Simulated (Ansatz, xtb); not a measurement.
# Relaxing a trial structure of BNO2

The starting geometry of this gas-phase singlet was built from a drawn formula by distance geometry and a force field; its bonds are those of `B1=[O+][N-]O1`.

```yaml
atoms:
  - { symbol: B, position_ang: [-2.1356, -2.2388, 0.6816] }
  - { symbol: N, position_ang: [-0.6093, -0.9382, 0.5021] }
  - { symbol: O, position_ang: [-1.6586, -1.3715, -0.1376] }
  - { symbol: O, position_ang: [-0.9269, -1.7886, 1.4657] }
```

Problem. Predict what it relaxes into with r2SCAN-D4/def2-SVP.

Solution. It keeps its bonds, and is `B1=[O+][N-]O1`.

The energy falls by 2.04 eV over 12 steps:

```json
{"step": "1", "E − E(last) (eV)": "2.037"}
{"step": "2", "E − E(last) (eV)": "0.423"}
{"step": "3", "E − E(last) (eV)": "0.361"}
{"step": "5", "E − E(last) (eV)": "0.056"}
{"step": "6", "E − E(last) (eV)": "0.020"}
{"step": "7", "E − E(last) (eV)": "0.010"}
{"step": "8", "E − E(last) (eV)": "0.003"}
{"step": "10", "E − E(last) (eV)": "0.000"}
{"step": "11", "E − E(last) (eV)": "0.000"}
{"step": "12", "E − E(last) (eV)": "0.000"}
```

Final geometry (Å):

```yaml
atoms:
  - { symbol: B, position_ang: [-2.0717, -2.0923, 0.7914] }
  - { symbol: N, position_ang: [-0.7450, -0.8863, 0.5763] }
  - { symbol: O, position_ang: [-1.6335, -1.4311, -0.3601] }
  - { symbol: O, position_ang: [-0.8802, -1.9273, 1.5043] }
```

From the same start GFN2-xTB reaches the same bonding as this run.

The end wasn't checked by frequencies. Run with Ansatz 0.2.0, 22 s on 1 thread of Arm Neoverse V1, on a shared host.
